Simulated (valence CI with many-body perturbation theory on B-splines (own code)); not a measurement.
Results of a calculation; reference values are marked as such.
**In IX: magnetic and hyperfine properties of the levels**

Level of theory: valence CI with perturbative core correlation (CI+MBPT): five valence electrons over a frozen Dirac-Fock core [Kr], a basis of 7 s, 7 p, 8 d, 6 f, 4 g, 1 h functions for each j, with the one-electron correlation potential Σ1, the two-electron term Σ2, the three-electron term Σ3, Breit, model QED; selected CI, second order for the rest, scaled by the run's own slope (own B-spline code, finite nucleus).

No measured levels were compared; by estimate terms of the open shell hold to 2 to 4 % of their energy, and close levels can change places; different configurations can be misplaced against each other by 1,000 to 8,000 cm⁻¹. Core correlation moves these levels by up to 23000 cm⁻¹, and in measured spectra 5 to 20 % of such shifts remained as error; rates that hang on mixing are uncertain with them. Among the levels kept, up to 1300 cm⁻¹ of a level comes from second order outside the variational space, and about a tenth of that is noise between levels of different J, which matters for small intervals. The list stops below the first excitations out of the core. Only levels of the ground parity were solved; by the run's estimate the other parity begins above the list, which can be wrong where configurations are misplaced.

A/g_I is the dipole constant over the nuclear g factor μ/I (μ in nuclear magnetons, uniformly magnetised nucleus), B/Q the quadrupole constant per barn. Both hold the static response of the core; the bare values leave it out. Large factors of s and p1/2 electrons are usually good to 5 to 10 %; those of open d and f shells near neutrality can be off by tens of per cent, and small factors of p3/2, d and f electrons come from cancelling terms and can be off by a factor of two or in sign, in half-filled shells by more. B is blank for J = 1/2, where it vanishes, and for nearly pure S terms. Energies count from the lowest level.

Names give the largest LS component (configuration and term), which can be under half, so a name can repeat, a term be missing and a line seem to break the LS rules; names also repeat where a configuration has a term twice. Letters in brackets count levels of one name in rising energy.

| Level | E (cm⁻¹) | g | A/g_I (MHz) | A/g_I bare | B/Q (MHz/b) | B/Q bare |
| --- | --- | --- | --- | --- | --- | --- |
| 4d⁵ ⁶S_5/2 | 0 | 1.985 | -958 | -4.04 |  |  |
| 4d⁵ ⁴G_5/2 | 32009 | 0.785 | 1670 | 1420 | 1020 | 942 |
| 4d⁵ ⁴G_7/2 | 34012 | 1.013 | 1270 | 1250 | 745 | 694 |
| 4d⁵ ⁴G_11/2 | 34527 | 1.260 | 1010 | 1260 | -31.8 | -33.2 |
| 4d⁵ ⁴G_9/2 | 34972 | 1.171 | 1040 | 1190 | 551 | 513 |
| 4d⁵ ⁴P_5/2 | 35945 | 1.271 | 575 | 815 | 1160 | 1080 |
| 4d⁵ ⁴D_3/2 | 37142 | 1.429 | 703 | 1130 | 1230 | 1150 |
| 4d⁵ ⁴P_1/2 | 39649 | 1.639 | -355 | 242 |  |  |
| 4d⁵ ⁴D_7/2 | 41695 | 1.389 | 440 | 802 | 631 | 591 |
| 4d⁵ ⁴D_1/2 | 45346 | 1.008 | 1880 | 1900 |  |  |
| 4d⁵ ⁴D_5/2 | 45611 | 1.394 | 635 | 1010 | -696 | -653 |
| 4d⁵ ⁴P_3/2 | 46909 | 1.431 | 760 | 1190 | -670 | -628 |
| 4d⁵ ²I_11/2 | 48923 | 0.951 | 1550 | 1480 | 159 | 147 |
| 4d⁵ ²I_13/2 | 51328 | 1.076 | 1390 | 1450 | -1.15 | 1.38 |
| 4d⁵ ²F_5/2 [a] | 54488 | 1.089 | 1060 | 1120 | 461 | 434 |
| 4d⁵ ⁴F_7/2 | 54861 | 1.137 | 1330 | 1460 | -1460 | -1370 |
| 4d⁵ ⁴F_3/2 | 54966 | 0.629 | 2530 | 2160 | -246 | -229 |
| 4d⁵ ⁴F_9/2 | 55288 | 1.203 | 979 | 1160 | -0.609 | -5.01 |
| 4d⁵ ⁴F_5/2 | 58846 | 1.027 | 1390 | 1390 | -1280 | -1190 |
| 4d⁵ ²H_9/2 | 61546 | 1.087 | 1280 | 1350 | 498 | 467 |
| 4d⁵ ²F_7/2 [a] | 62180 | 1.111 | 1220 | 1310 | -263 | -241 |
| 4d⁵ ²D_3/2 [a] | 63124 | 0.638 | 2530 | 2160 | -208 | -191 |
| 4d⁵ ²G_7/2 [a] | 64621 | 1.018 | 1580 | 1590 | -1180 | -1090 |
| 4d⁵ ²F_5/2 [b] | 66270 | 0.944 | 1280 | 1190 | 930 | 860 |
| 4d⁵ ²H_11/2 | 67513 | 1.074 | 1350 | 1410 | -128 | -109 |
| 4d⁵ ²G_9/2 [a] | 69139 | 1.063 | 1310 | 1350 | -319 | -286 |
| 4d⁵ ²F_7/2 [b] | 69272 | 1.145 | 1280 | 1410 | 471 | 429 |
| 4d⁵ ²F_5/2 [c] | 71894 | 1.019 | 1340 | 1340 | -914 | -847 |
| 4d⁵ ²S_1/2 | 73324 | 1.985 | -1020 | -74.7 |  |  |
| 4d⁵ ²D_3/2 [b] | 82400 | 0.806 | 1910 | 1700 | -539 | -501 |
| 4d⁵ ²D_5/2 [a] | 84869 | 1.171 | 1040 | 1190 | -197 | -177 |
| 4d⁵ ²G_9/2 [b] | 90452 | 1.111 | 1210 | 1310 | -726 | -677 |
| 4d⁵ ²G_7/2 [b] | 91531 | 0.899 | 1810 | 1700 | 1060 | 990 |
| 4d⁵ ²P_3/2 | 106890 | 1.288 | 948 | 1230 | -1170 | -1090 |
| 4d⁵ ²P_1/2 | 108990 | 0.702 | 497 | 95.9 |  |  |
| 4d⁵ ²D_5/2 [b] | 119610 | 1.199 | 858 | 1030 | -477 | -444 |
| 4d⁵ ²D_3/2 [c] | 121090 | 0.841 | 2450 | 2300 | 1610 | 1500 |
| 4d⁴5s ⁶D_1/2 | 369690 | 3.262 | 15900 | 15700 |  |  |
| 4d⁴5s ⁶D_3/2 | 371710 | 1.855 | 6430 | 6340 | 1110 | 1030 |
| 4d⁴5s ⁶D_5/2 | 374220 | 1.650 | 4900 | 4870 | 854 | 793 |

(1) Take the isotope of mass number 115, with I = 9/2, μ = 5.5326 μN and Q = 0.772 b. What is the hyperfine structure of 4d⁵ ⁴G_9/2?

## Answers

(1) From the table A = 1280 MHz, B = 425 MHz. Shifts from the centre of gravity in MHz: F = 0: -31500, F = 1: -30200, F = 2: -27700, F = 3: -23900, F = 4: -18900, F = 5: -12500, F = 6: -4890, F = 7: 4070, F = 8: 14400, F = 9: 26000.
